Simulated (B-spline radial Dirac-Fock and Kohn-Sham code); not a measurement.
**X-ray scattering factor of Pm**

System: the Pm atom, [Xe] 4f4 5d1 6s2 (not the ground configuration).

Model: Dirac-Fock densities. Program: a radial B-spline solver. f₀ is the Fourier transform of the spherical electron density, S the Waller-Hartree incoherent function, and s = sin θ/λ.

```csv
s (Å⁻¹),f₀,S
0,61.000,0.000
0.05,59.473,2.025
0.1,56.230,4.961
0.15,52.767,7.599
0.2,49.368,10.171
0.25,46.064,12.577
0.3,42.950,14.839
0.35,40.109,16.955
0.4,37.557,18.881
0.45,35.270,20.600
0.5,33.203,22.138
0.6,29.573,24.856
0.7,26.472,27.309
0.8,23.840,29.594
0.9,21.657,31.732
1,19.882,33.728
1.1,18.448,35.573
1.2,17.270,37.253
1.4,15.381,40.104
1.6,13.762,42.357
1.8,12.232,44.179
2,10.784,45.717
2.5,7.853,48.782
3,6.108,51.099
3.5,5.176,52.894
4,4.592,54.310
5,3.635,56.353
6,2.781,57.661
```

f₀ starts at the number of electrons, 61, and has fallen to half at s ≈ 0.57 Å⁻¹. The sum of ⟨r²⟩ over the electrons is 92.24 bohr². It fixes the forward electron scattering factor, f_e(0) = (a₀/3)Σ⟨r²⟩ = 16.271 Å.

Values without a named source are computed, but for edge energies of neutral atoms, which are taken from tables.
